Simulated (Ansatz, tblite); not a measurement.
Forces on Ge24H30, a nanocrystal cut from hexagonal germanium at its PBE-D4/def2-SVP geometry. Charge 0, multiplicity 1.

The xTB rows come from tblite. Single mean-field runs in def2-SVP are fitted with def2-universal-jkfit.

GFN2-xTB (tblite), largest force 0.58 eV/Å:

```xyz
54
positions Å, forces eV/Å
Ge    3.387    0.470   -3.090    0.062    0.276    0.011
Ge    3.537    2.880   -2.630    0.012   -0.113   -0.039
Ge    1.502   -2.993   -2.179    0.005   -0.212   -0.059
Ge    1.973   -4.258   -0.136   -0.013   -0.035   -0.010
Ge    1.653   -0.577   -1.713    0.379   -0.173   -0.402
Ge    2.176   -0.192    0.653    0.226    0.087    0.087
Ge    1.896    3.495   -0.920    0.263    0.090   -0.227
Ge    2.324    2.223    1.130    0.124    0.235    0.082
Ge    0.320   -3.660    1.568   -0.007   -0.219   -0.019
Ge    0.461   -1.248    2.055    0.105   -0.328    0.466
Ge    1.012   -0.865    4.412    0.030    0.257    0.113
Ge    0.700    2.821    2.865    0.082   -0.012    0.348
Ge    1.160    1.539    4.900   -0.002   -0.120    0.002
Ge   -0.740   -3.538   -2.996    0.000   -0.039    0.003
Ge   -0.496    0.516   -2.166   -0.044    0.159   -0.198
Ge   -0.359    2.934   -1.699   -0.011    0.271   -0.061
Ge   -2.379   -2.946   -1.276   -0.035   -0.211   -0.049
Ge   -1.928   -4.211    0.772    0.006   -0.035   -0.014
Ge   -2.251   -0.529   -0.807   -0.521   -0.162   -0.193
Ge   -1.670   -0.145    1.545   -0.163    0.091    0.176
Ge   -2.026    3.543   -0.009   -0.333    0.098   -0.089
Ge   -1.536    2.270    2.027   -0.071    0.237    0.126
Ge   -4.391    0.566   -1.283   -0.044    0.277    0.035
Ge   -4.266    2.975   -0.818   -0.031   -0.112   -0.029
H     4.756   -0.211   -2.795   -0.336    0.108   -0.254
H     3.059    0.238   -4.594    0.242   -0.045    0.358
H     4.971    3.236   -2.137   -0.326    0.030   -0.275
H     3.268    3.685   -3.935    0.245   -0.121    0.328
H     2.559   -3.352   -3.272   -0.161    0.062    0.169
H     3.402   -3.911    0.376   -0.298   -0.261   -0.140
H     1.925   -5.788   -0.423    0.196    0.359    0.125
H     3.558   -0.846    0.974   -0.246    0.079   -0.064
H     1.966    5.022   -0.603   -0.028   -0.239   -0.033
H     3.767    2.534    1.641   -0.228   -0.051   -0.081
H     0.617   -4.448    2.884   -0.045    0.128   -0.200
H     2.367   -1.558    4.741   -0.429    0.057    0.040
H    -0.082   -1.520    5.306    0.404    0.045   -0.152
H     0.782    4.355    3.141   -0.018   -0.233   -0.065
H     2.583    1.884    5.430   -0.425   -0.025    0.040
H     0.134    1.918    6.008    0.397   -0.036   -0.154
H    -0.838   -5.055   -3.338   -0.018    0.415   -0.099
H    -1.033   -2.733   -4.295    0.048   -0.352    0.223
H    -0.849    0.323   -3.676    0.060   -0.003    0.259
H    -0.657    3.707   -3.023    0.047   -0.124    0.209
H    -3.817   -3.275   -1.788    0.221    0.058    0.079
H    -2.047   -5.740    0.500   -0.112    0.362    0.198
H    -2.975   -3.833    1.860    0.199   -0.267   -0.256
H    -2.785   -0.770    2.444    0.195    0.075   -0.165
H    -1.913    5.069    0.298    0.005   -0.239   -0.041
H    -2.599    2.612    3.120    0.168   -0.056   -0.173
H    -4.766    0.333   -2.777   -0.060   -0.041    0.428
H    -5.504   -0.085   -0.410    0.191    0.102   -0.377
H    -4.579    3.781   -2.113   -0.079   -0.117    0.403
H    -5.328    3.363    0.252    0.172    0.023   -0.390
```

PBE-D4/def2-SVP (Ansatz), largest force 0.01 eV/Å:

```
Ge 0.004 0.000 -0.003
Ge 0.000 -0.003 -0.001
Ge 0.005 0.000 -0.005
Ge 0.004 0.002 0.002
Ge -0.005 0.003 0.005
Ge 0.004 0.003 0.002
Ge -0.006 0.005 0.007
Ge -0.002 -0.001 0.000
Ge 0.001 -0.003 0.006
Ge 0.000 0.005 -0.006
Ge 0.001 -0.001 0.005
Ge -0.001 0.008 -0.007
Ge 0.000 -0.003 -0.001
Ge 0.000 0.004 -0.003
Ge -0.001 0.006 -0.003
Ge 0.001 -0.001 0.001
Ge -0.006 0.000 -0.003
Ge -0.003 0.002 0.003
Ge 0.007 0.003 0.004
Ge -0.003 0.003 0.004
Ge 0.008 0.005 0.003
Ge 0.000 -0.001 -0.001
Ge -0.005 0.001 -0.001
Ge 0.000 -0.003 0.000
H 0.001 -0.002 -0.001
H 0.001 -0.002 -0.002
H -0.001 0.000 0.000
H -0.001 0.000 0.001
H 0.002 0.000 -0.002
H 0.000 -0.001 0.000
H -0.008 0.001 -0.003
H 0.000 -0.008 -0.002
H 0.003 0.002 -0.002
H 0.000 0.001 0.000
H 0.000 -0.001 0.003
H 0.001 -0.002 0.001
H 0.000 -0.002 0.001
H 0.001 0.001 0.005
H -0.001 0.001 -0.001
H 0.000 0.000 -0.001
H 0.002 -0.002 0.008
H 0.000 -0.001 -0.001
H -0.001 -0.008 -0.002
H 0.000 0.001 0.000
H -0.003 0.000 -0.001
H 0.006 0.001 -0.005
H 0.000 -0.001 0.000
H -0.001 -0.007 -0.001
H -0.004 0.002 0.000
H 0.000 0.001 0.000
H -0.001 -0.002 -0.002
H -0.002 -0.002 -0.001
H 0.001 0.000 0.001
H 0.001 0.000 0.000
```

r2SCAN-D4/def2-SVP (Ansatz), largest force 0.24 eV/Å:

```
Ge 0.064 -0.042 -0.071
Ge 0.059 0.056 -0.042
Ge 0.063 -0.038 -0.068
Ge 0.073 -0.060 0.013
Ge 0.020 0.011 -0.017
Ge 0.098 -0.039 0.024
Ge 0.008 0.082 0.013
Ge 0.084 0.034 0.033
Ge 0.017 -0.064 0.075
Ge 0.008 0.003 0.028
Ge 0.017 -0.069 0.077
Ge 0.006 0.081 0.019
Ge 0.020 0.034 0.083
Ge -0.020 -0.035 -0.087
Ge -0.025 -0.005 -0.105
Ge -0.016 0.061 -0.074
Ge -0.086 -0.036 -0.035
Ge -0.062 -0.059 0.043
Ge -0.026 0.011 -0.005
Ge -0.078 -0.037 0.066
Ge 0.001 0.083 0.014
Ge -0.062 0.035 0.067
Ge -0.090 -0.041 -0.035
Ge -0.070 0.058 -0.012
H -0.209 0.104 -0.047
H 0.051 0.035 0.230
H -0.224 -0.056 -0.076
H 0.041 -0.126 0.204
H -0.159 0.052 0.164
H -0.220 -0.060 -0.079
H -0.002 0.236 0.041
H -0.204 0.095 -0.048
H -0.006 -0.229 -0.052
H -0.217 -0.046 -0.077
H -0.045 0.116 -0.199
H -0.208 0.106 -0.049
H 0.168 0.100 -0.136
H -0.011 -0.232 -0.035
H -0.221 -0.054 -0.084
H 0.159 -0.059 -0.173
H 0.017 0.231 0.062
H 0.045 -0.130 0.198
H 0.052 0.026 0.223
H 0.045 -0.116 0.200
H 0.217 0.047 0.077
H 0.025 0.236 0.036
H 0.160 -0.065 -0.168
H 0.165 0.092 -0.133
H -0.023 -0.229 -0.048
H 0.160 -0.051 -0.165
H 0.056 0.035 0.228
H 0.169 0.100 -0.135
H 0.050 -0.126 0.201
H 0.166 -0.061 -0.166
```
